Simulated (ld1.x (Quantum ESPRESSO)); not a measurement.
**Reading a pseudo-wave (Hf (Z = 72))**

Columns: radius, all-electron u(r) and pseudo u(r) of the 5d shell (level -5.87 eV) of hafnium in the configuration [Xe] 4f14 5d2 6s1.5 6p0; PW91, scalar-relativistic, TM scheme, ld1.x (Quantum ESPRESSO) 7.5.

| r (bohr) | all-electron | pseudo |
| --- | --- | --- |
| 0.205 | 0.0388 | 0.0073 |
| 0.410 | -0.2802 | 0.0536 |
| 0.615 | -0.0772 | 0.1570 |
| 0.820 | 0.2230 | 0.3043 |
| 1.025 | 0.4492 | 0.4593 |
| 1.230 | 0.5862 | 0.5839 |
| 1.435 | 0.6547 | 0.6581 |
| 1.640 | 0.6771 | 0.6836 |
| 1.845 | 0.6707 | 0.6753 |
| 2.050 | 0.6471 | 0.6488 |
| 2.255 | 0.6142 | 0.6144 |
| 2.460 | 0.5765 | 0.5765 |
| 2.665 | 0.5369 | 0.5369 |
| 2.870 | 0.4971 | 0.4971 |
| 3.075 | 0.4580 | 0.4580 |
| 3.280 | 0.4201 | 0.4201 |
| 3.485 | 0.3839 | 0.3839 |
| 3.690 | 0.3495 | 0.3495 |
| 3.895 | 0.3171 | 0.3171 |
| 4.100 | 0.2869 | 0.2869 |
| 4.305 | 0.2588 | 0.2588 |
| 4.510 | 0.2331 | 0.2331 |
| 4.715 | 0.2095 | 0.2095 |
| 4.920 | 0.1881 | 0.1881 |
| 5.125 | 0.1688 | 0.1688 |
| 5.330 | 0.1514 | 0.1514 |

(1) How many radial nodes do the two functions have?

(2) At about which radius was the pseudo-wave matched?

(3) Where does each function peak?

(4) Is the pseudo-wave norm-conserving?

Results:

(1) The all-electron 5d function has n − l − 1 = 2; the pseudo-wave has 0, since the states of the same l below it are removed with the core.

(2) 2.55 bohr. The columns agree to 0.0005 from 2.25 bohr on; several derivatives are matched, so the curves merge somewhat inside the radius.

(3) Outermost all-electron maximum near 1.64 bohr, pseudo maximum near 1.64 bohr (to the table’s step).

(4) Yes: the TM scheme keeps the norm inside the radius equal to the all-electron one, which fixes the energy derivative of the logarithmic derivative at the level.
